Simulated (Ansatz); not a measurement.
Input file for Ansatz (a first-principles code): R-r2SCAN/def2-TZVPPD on MoO3 (SMILES [O]=[Mo](=[O])=[O]). Elements past Kr take the def2 small-core potentials; no spin–orbit coupling. The basis file is the Basis Set Exchange's JSON of that set.

Ansatz 0.2 input:
```yaml
crystal:
  periodic: [false, false, false]
  atoms:
    - {symbol: O, position_ang: [-0.66088769, 1.47544688, -0.14433998]}
    - {symbol: Mo, position_ang: [-0.00581133, -0.00019084, 0.40660297]}
    - {symbol: O, position_ang: [1.61092878, -0.16354866, -0.11266404]}
    - {symbol: O, position_ang: [-0.94422976, -1.31170738, -0.14969895]}
basis:
  gaussian:
    orbitals: def2-TZVPPD.json
hamiltonian:
  xc: {name: r2SCAN}
scf: {lower_state_search: off}
```

The log:

```
WARN ansatz: RAYON_NUM_THREADS=4 ignored (pool sized by the plan → 4); use --threads N
Functional definition: r2SCAN
these checks for a lower state are left out or cut short: stability, starts, cluster_reference, orbital_swaps, neighbouring_geometries, increment
integrals: 0.08 GiB planned
851 factors; their error is unknown
mean field: 0.68 GiB planned
mean field evaluation 1: about -7975.0566 eV, gradient 1.2e2 eV
mean field evaluation 2: about -7625.7199 eV, gradient 4.1e2 eV
mean field evaluation 4: about -7999.0683 eV, gradient 2.6e1 eV
mean field evaluation 8: about -8000.3271 eV, gradient 5.3e-1 eV
mean field evaluation 16: about -8000.3213 eV, gradient 2.1e-4 eV
mean field -8000.32130387 eV, -294.0063851045 hartree, gradient 2.4e-6 eV, S^2 0.000000; 0 other end points of the search recorded, 0 dependent functions left out
reference -8000.32132646 eV, -294.0063859348 hartree; 19, 19 occupied and 157, 157 virtual orbitals, 851 factors
Total energy: -8000.32132646 eV, -294.0063859348 hartree
Checks for a lower state left out: stability, starts, cluster_reference, orbital_swaps, neighbouring_geometries, increment
```

The calculation finished and met its thresholds.

Cost: about 3 core-seconds (a rough figure).
